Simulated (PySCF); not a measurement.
**How methods differ on the ionisation energy of Br**

Br [Ar] 3d10 4s2 4p5 (2P) → Br⁺ [Ar] 3d10 4s2 4p4 (3P), as a difference of total energies. Computed with PySCF 2.14 in 6-31G*, with the non-relativistic Hamiltonian (point nucleus). Correlated levels: valence: [Ar] 3d10 frozen. The calculations carry no spin-orbit coupling.

```tsv
method	ionisation energy (eV)
UHF	10.769
MN15	11.721
r2SCAN	11.886
MP2 (valence)	11.284
SCS-MP2 (valence)	11.261
CCSD (valence)	11.245
CCSD(T) (valence)	11.253
```

Question: How much does correlation contribute at CCSD(T) (valence)?

Answer: 11.253 − (10.769) = 0.484 eV, measured against UHF.

These non-relativistic numbers lack the scalar-relativistic shift.

Errors of the correlated levels include the incompleteness of this basis and the frozen core.

For comparison: 11.844 eV (measured; NIST levels, between the centres of gravity of the two terms).
